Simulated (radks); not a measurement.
Ba+, configuration [Xe] 6s1 (the NIST ground configuration). Calculated with a radial shooting solver on a logarithmic mesh with Libxc functionals: scalar-relativistic Kohn-Sham, PBE, spin-polarised, spherical densities, finite nucleus; open shells are filled with parallel spins first (spin-orbit coupling, left out, can overturn this in heavy ions); Fermi nuclear charge, rms radius 4.8378 fm. Some entries of the table are withheld. Estimate them.

| orbital | occ. | eigenvalue (Ry) | r(max) (bohr) |
|---|---|---|---|
| 1s up | 1 | -2738.726 | 0.01643 |
| 1s down | 1 | -2738.726 | 0.01643 |
| 2s up | 1 | -433.2463 | 0.09288 |
| 2s down | 1 | -433.2459 | 0.09288 |
| 2p up | 3 | -388.5590 | 0.07463 |
| 2p down | 3 | -388.5587 | 0.07463 |
| 3s up | 1 | -91.78406 | 0.2663 |
| 3s down | 1 | -91.78350 | 0.2663 |
| 3p up | 3 | -77.45565 | 0.2606 |
| 3p down | 3 | -77.45508 | 0.2606 |
| 3d up | 5 | -56.64148 | 0.2151 |
| 3d down | 5 | -56.64095 | 0.2151 |
| 4s up | 1 | -18.34451 | 0.6250 |
| 4s down | 1 | -18.34337 | 0.6250 |
| 4p up | 3 | -13.72272 | 0.6537 |
| 4p down | 3 | -13.72144 | 0.6537 |
| 4d up | 5 | -7.01097 | 0.6953 |
| 4d down | 5 | -7.00919 | 0.6953 |
| 5s up | 1 | -2.89230 | (1) |
| 5s down | 1 | -2.88626 | (2) |
| 5p up | 3 | -1.79351 | 1.671 |
| 5p down | 3 | -1.78343 | 1.670 |
| 6s up | 1 | -0.57810 | 3.863 |
| 5d up | 0 | -0.53391 | 2.418 |
| 5d down | 0 | -0.49883 | 2.364 |
| 6p up | 0 | -0.38378 | 4.743 |

Answer. 
(1) 5s up r(max) (bohr): 1.472
(2) 5s down r(max) (bohr): 1.472
